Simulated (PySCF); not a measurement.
Order these species by their calculated properties.

Each SMILES stands for a single optimised conformer of the isolated species, non-relativistic unless stated. Electronic properties by PySCF.

Dipoles, sizes and rotational constants follow the conformer. The torsions of the flexible species, by atom-mapped SMILES:
- `[CH2:1]=[CH:2][C:3](=[CH2:4])[C:5](=[CH2:6])[CH2:7][NH2+:8]`: C1–C2–C3–C4 164°, C2–C3–C5–C6 -37°, C3–C5–C7–N8 -162°, H–N8–C7–C5 63°, H–N8–C7–C5 -85°
- `[CH3:1][CH:2][CH:3]([CH3:4])[CH3:5]`: C1–C2–C3–C4 96°
- `[CH2:1][CH2:2][CH2:3][CH2:4][CH3:5]`: C1–C2–C3–C4 180°, C2–C3–C4–C5 180°
- `[CH3:1][CH2:2][O:3][C@@H:4]1[CH2:5]/[C:6]1=[CH:7]/[F:8]`: C1–C2–O3–C4 179°, C2–O3–C4–C5 148°

The conformers of `[H]/N=C1\CC[CH][CH+][C@H]1C` [charge +1 and doublet state], `F[C]1C[Si@@H](F)O[SiH2]1` [doublet state], `F[CH+][C]1CCOCC1` [charge +1 and doublet state], `[CH2+][C](C)C1=NCCC1` [charge +1 and doublet state] and `C=C(C)[C@H]1C[CH][N-]C1` [charge -1 and doublet state] aren't listed.

Question: Rank by smallest rotational constant, lowest first (GFN2-xTB).
A. `[CH2]CCCC` [radical]
B. `O[SiH2]` [radical]
C. `CCO[C@@H]1C/C1=C/F`
D. `C[CH]C(C)C` [radical]
E. `C=CC(=C)C(=C)C[NH2+]` [radical]

Answer: C (0.968 GHz), E (1.118 GHz), A (1.949 GHz), D (2.588 GHz), B (14.500 GHz).

Question: Rank by isotropic g value, highest first (unrestricted B3LYP/pcH-1, mean-field spin–orbit at GFN2-xTB geometries).
A. `F[CH+][C]1CCOCC1` [radical]
B. `[CH2+][C](C)C1=NCCC1` [radical]
C. `[H]/N=C1\CC[CH][CH+][C@H]1C` [radical]
D. `F[C]1C[Si@@H](F)O[SiH2]1` [radical]
E. `C=C(C)[C@H]1C[CH][N-]C1` [radical]

Answer: A (2.00538), B (2.00510), D (2.00406), C (2.00297), E (2.00277).
